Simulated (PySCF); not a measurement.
Isomers of C3H7NSi, mass 85.035 u with the commonest isotopes. Computed with PBE0-D3(BJ)/def2-SVP geometry optimisation, gas phase (PySCF). One conformer each, none proved a minimum here; rigid rotors.

Task: Order these by rotational constant A, smallest first.
A. `C[SiH](C)C#N`
B. `[CH:1]#[C:2][CH2:3][NH:4][SiH3:5]` with C2–C3–N4–Si5 81°
C. `[SiH3:1][CH2:2][C@H:3]1[CH:4]=[N:5]1` with Si1–C2–C3–C4 -31°
D. `[CH3:1][C:2]#[C:3][SiH2:4][NH2:5]` with C3–Si4–N5–H -68° and 69°

Result: A (5240 MHz), C (8278 MHz), B (9303 MHz), D (13952 MHz).

Task: Order these by radius of gyration √(Σ m r²/M), largest first.
A. `[CH:1]#[C:2][CH2:3][NH:4][SiH3:5]` with C2–C3–N4–Si5 81°
B. `[CH3:1][C:2]#[C:3][SiH2:4][NH2:5]` with C3–Si4–N5–H -68° and 69°
C. `[SiH3:1][CH2:2][C@H:3]1[CH:4]=[N:5]1` with Si1–C2–C3–C4 -31°
D. `C[SiH](C)C#N`

Result: B (2.078 Å), A (1.870 Å), D (1.750 Å), C (1.658 Å).

Task: Order these by rotational constant C, largest first.
A. `C[SiH](C)C#N`
B. `[SiH3:1][CH2:2][C@H:3]1[CH:4]=[N:5]1` with Si1–C2–C3–C4 -31°
C. `[CH3:1][C:2]#[C:3][SiH2:4][NH2:5]` with C3–Si4–N5–H -68° and 69°
D. `[CH:1]#[C:2][CH2:3][NH:4][SiH3:5]` with C2–C3–N4–Si5 81°

Result: B (2331 MHz), A (2065 MHz), D (1767 MHz), C (1400 MHz).

```
           SMILES  point group  Ia (u·Å²)  Ib (u·Å²)  Ic (u·Å²)      κ  μa (D)  μb (D)  μc (D)
      C#CCN[SiH3]           C1      54.32     254.13     285.98  -0.94    0.46    0.45    0.54
     C[SiH](C)C#N            –      96.44     179.47     244.74  -0.53    4.06    0.01    0.03
[SiH3]C[C@H]1C=N1           C1      61.05     189.45     216.82  -0.89    0.33    1.10    1.86
      CC#C[SiH2]N            –      36.22     336.86     361.05  -0.98    1.55    1.70    0.01
```
